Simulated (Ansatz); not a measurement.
The multiplicity is imposed and other spin states were not computed.

Species: [Ag(H2O)(Cl)] (charge 0, multiplicity 1).

Problem. Give a relaxed geometry from Ansatz (a quantum-chemistry and plane-wave program) with r2SCAN-D4/def2-SVP.

Solution. Several could match; the one computed here: the end point of this relaxation, one of several conformers.
Cartesian coordinates (Å) in one orientation:
```xyz
5

Ag    -0.017     0.007     0.024
O      0.804     0.061    -2.011
H      1.248     0.890    -2.238
H      0.146    -0.076    -2.707
Cl    -0.893    -0.013     2.121
```
